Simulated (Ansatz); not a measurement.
The first iterations of a band of BF2H3OS (8 atoms, charge 0, multiplicity 1).

These are results of Ansatz, UKS PBE0-D4/cc-pVDZ, not measurements.

```
movable images  : 9
climbing image  : yes
spring          : 5.0 eV/Å²
optimiser       : quadratic models (default)
start path      : through a guess of the saddle point
force threshold : 0.05 eV/Å
iteration limit : 60
end points      : relaxed
```

Initial state:

```xyz
8
Properties=species:S:1:pos:R:3
B -0.386 0.424 -0.332
S 1.421 0.680 -0.793
F -1.195 -0.152 -1.249
F -0.924 1.440 0.408
H 0.655 -0.872 1.084
O -0.304 -0.823 0.919
H 1.427 -0.276 -1.751
H -0.693 -0.421 1.713
```

Final state:

```xyz
8
Properties=species:S:1:pos:R:3
B -1.090 0.261 0.028
S 2.082 0.243 -0.476
F -1.153 -0.192 -1.224
F -1.229 1.574 0.232
H 1.882 -0.964 0.102
O -0.969 -0.622 1.039
H 1.411 -0.126 -1.593
H -0.933 -0.174 1.892
```

| iteration | highest image above the first end (eV) | largest band force component (eV/Å) |
| --- | --- | --- |
| 1 | 1.423 | 4.411 |
| 2 | 0.913 | 2.602 |
| 3 | 1.575 | 8.102 |
| 4 | 0.819 | 4.493 |

Question: Does the band converge within its limit, and where does its top end?

Answer: The run converged. It ended after 13 iterations with the highest image 0.535 eV above the first end. A vibrational analysis at the climbing image gives one clearly imaginary mode, 1114i cm⁻¹: a first-order saddle point. The orbitals stay closed-shell, which can raise the energy where a bond breaks towards radicals; this wasn't checked here.

Run time: 6.9 min on 2 threads of Arm Neoverse V1 (shared host), peak memory 0.27 GiB.
